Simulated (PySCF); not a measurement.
**Core-level binding energies of `CO[SiH2]N([SiH3])[SiH2]C`**

C2H13NOSi3.
SMILES with atom numbers: `[CH3:1][O:2][SiH2:3][N:4]([SiH3:5])[SiH2:6][CH3:7]`

Structure used (PBE0-D3(BJ)/def2-SVP), in Å, numbered top down from 1:
```xyz
20
C2H13NOSi3 angstrom
C     -3.337   -1.108   -0.729
O     -2.064   -0.568   -0.531
Si    -1.648    1.040   -0.513
N      0.049    1.003   -0.143
Si     0.894    2.528   -0.011
Si     0.852   -0.560    0.068
C      2.673   -0.254    0.411
H     -3.740   -0.863   -1.729
H     -4.060   -0.753    0.029
H     -3.272   -2.203   -0.649
H     -2.443    1.773    0.522
H     -1.924    1.673   -1.842
H     -0.115    3.604   -0.270
H      1.994    2.661   -1.014
H      1.475    2.744    1.349
H      0.726   -1.390   -1.166
H      0.262   -1.308    1.218
H      2.828    0.361    1.312
H      3.175    0.237   -0.436
H      3.173   -1.221    0.580
```

Computed, not measured: PySCF, delta-SCF UKS SCAN, pcX-2 on the ionised atom, pcseg-1 elsewhere, spin-free X2C. These are vertical core ionisation energies against the vacuum level, from separate self-consistent calculations with and without the core hole.

Problem. Give the core binding energies atom by atom.

Solution. 
```
atom(s)     bonded to     level  binding energy (eV)  2p1/2 (eV)  above the level's lowest (eV)  count
    Si3  O, N and 2 H     Si 1s              1847.34           –                          +0.85      1
    Si5     N and 3 H     Si 1s              1846.89           –                          +0.40      1
    Si6  N, C and 2 H     Si 1s              1846.49           –                           0.00      1
     O2      C and Si      O 1s               538.01           –                           0.00      1
     N4          3 Si      N 1s               403.58           –                           0.00      1
     C1     O and 3 H      C 1s               292.49           –                          +2.41      1
     C7    3 H and Si      C 1s               290.08           –                           0.00      1
    Si3  O, N and 2 H  Si 2p3/2               107.33      107.95                          +0.73      1
    Si5     N and 3 H  Si 2p3/2               107.00      107.63                          +0.40      1
    Si6  N, C and 2 H  Si 2p3/2               106.60      107.22                           0.00      1
```

Lowest listed C 1s: C7, bonded to 3 H and Si. Highest, 2.41 eV above it: C1, bonded to O and 3 H.

Lowest listed Si 1s: Si6, bonded to N, C and 2 H. Highest, 0.85 eV above it: Si3, bonded to O, N and 2 H.

Lowest listed Si 2p3/2: Si6, bonded to N, C and 2 H. Highest, 0.73 eV above it: Si3, bonded to O, N and 2 H. Summing the Pauling electronegativity differences to the bonded atoms, each weighted by its formal bond order, gives +2.39 for the lowest site and +3.28 for the highest; no listed site has a larger sum than the highest. The smallest sum, +2.04, belongs to Si5, 0.40 eV above the lowest.

Problem. Which effective nuclear charge Zeff reproduces each element's mean 1s value in the hydrogen-like formula E = 13.606 eV × Zeff²?

Solution. C (Z = 6): mean 291.3 eV, Zeff = 4.63, Z − Zeff = 1.37; N (Z = 7): mean 403.6 eV, Zeff = 5.45, Z − Zeff = 1.55; O (Z = 8): mean 538.0 eV, Zeff = 6.29, Z − Zeff = 1.71; Si (Z = 14): mean 1846.9 eV, Zeff = 11.65, Z − Zeff = 2.35. Means run over the listed sites, weighted by atom count.

2p3/2 and 2p1/2 are the ΔSCF energy of one spin-free 2p hole plus the eigenvalues of a spin–orbit and ligand-field matrix of the shell. 2p1/2 minus 2p3/2 (ligand field included): Si 0.62 eV. The structure is a single PBE0-D3(BJ)/def2-SVP conformer in the gas phase; no vibrational or solvent corrections.

The run took 4.6 min on Arm Neoverse N1, one thread, no GPU, shared host with 64 logical CPUs at a one-minute load of 55, and the process peaked at 0.72 GiB of memory.
